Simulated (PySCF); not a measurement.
**From computed data to an observable: chemical shift, span and skew from a shielding tensor**

GaFClBr, SMILES [Br][Ga]([F])[Cl]. Atoms are numbered in the order given.

```xyz
4

Ga    -0.3226     0.4925     0.0000
F     -2.0204     0.8924     0.0000
Cl     1.0651     2.1087     0.0000
Br     0.2879    -1.6899     0.0000
```

Geometry: B3LYP-D3(BJ)/def2-SVP.

GIAO shieldings from PBE0/pcSseg-1 in PySCF, non-relativistic, no solvent. The symmetric part of the tensor of F2 has the principal values 163.1, 291.3, 384.2 ppm. The same nucleus in CFCl3 has σ = 167.2 ppm at this level (PySCF, at its B3LYP-D3(BJ)/def2-TZVP geometry). Without spin–orbit terms, shifts of atoms bonded to Cl or Br come out too high.

Task: Work out the isotropic shielding, the ¹⁹F shift against CFCl3, the span and the skew.

Result: 
σ(iso) = (σ11 + σ22 + σ33)/3 = 279.5 ppm. δ = σ(ref) − σ(iso) = 167.2 − (279.5) = -112.3 ppm.
Span Ω = σ33 − σ11 = 221.1 ppm. Skew κ = 3(σ(iso) − σ22)/Ω = -0.16. Tumbling in solution averages the tensor to δ; in a static solid the shielding alone would spread this spin-1/2 line over Ω.
